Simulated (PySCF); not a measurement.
## Static response to an electric field

C₃H₁₀GeO₂Si.
Structure used (GFN2-xTB), in Å, numbered top down from 1:
```
atom  x, y, z in Å
C1    -0.256   -1.112    1.920
C2     0.227   -0.642    0.781
C3     1.665   -0.671    0.378
Ge4    1.987    0.944   -0.718
O5    -0.526   -0.024   -0.174
Si6   -2.150    0.079   -0.363
O7    -2.911    0.866    0.835
H8    -1.301   -1.047    2.163
H9     0.391   -1.579    2.639
H10    2.317   -0.736    1.248
H11    1.854   -1.555   -0.238
H12    1.468    2.167   -0.032
H13    1.378    0.859   -2.075
H14    3.465    1.149   -0.911
H15   -2.787   -1.225   -0.298
H16   -2.168    0.796   -1.628
H17   -2.661    1.743    1.113
```

Level: wB97X-D/def2-SVPD (PySCF), static field, nuclei fixed, core orbitals frozen in the response. The polarisability tensor in these axes (au):

```
x   104.09   3.23  -6.04
y     3.23  89.44 -11.92
z    -6.04 -11.92  98.89
```

Task: Diagonalise the tensor; give its mean and Δα, where Δα² is half the sum of the squared differences of the eigenvalues.

Result: Principal values 81.32, 98.59 and 112.51 au; mean 97.47 au = 14.44 Å³ = 16.07 × 10⁻⁴⁰ C²·m²/J; Δα = 27.06 au (28 % of the mean).

Task: What is the dipole moment, and where does it point?

Result: (0.11, 0.27, 0.32) D, 0.43 D in size, pointing from the negative to the positive side. Measured along this direction, the outermost atoms are H15 at the negative end and H12 at the positive end.

Task: Estimate the molar refractivity from the static electronic polarisability.

Result: Lorentz–Lorenz: R = (4π/3)N_A α = 2.5225 cm³/(mol·Å³) × 14.44 Å³ = 36.4 cm³/mol, in the limit of long wavelengths.

Task: How large is μ²/3kT at 400 K beside α?

Result: In Gaussian units μ²/3kT = 1.13 Å³ against 14.44 Å³, a ratio of 0.08; the Debye molar polarisation (4π/3)N_A(α + μ²/3kT) is 39.3 cm³/mol, leaving out the vibrational part.

Task: Give the principal axes and the span of the nuclei along them.

Result: Largest value along (-0.63, -0.42, 0.65), where the nuclei span 5.93 Å; middle along (0.78, -0.38, 0.50), 5.51 Å; least along (0.03, 0.82, 0.57), 3.32 Å. The response follows the extents in order.

One conformer (not necessarily the lowest) at the GFN2-xTB geometry, without solvent, vibrations or thermal averaging. The calculation is non-relativistic, for germanium too.
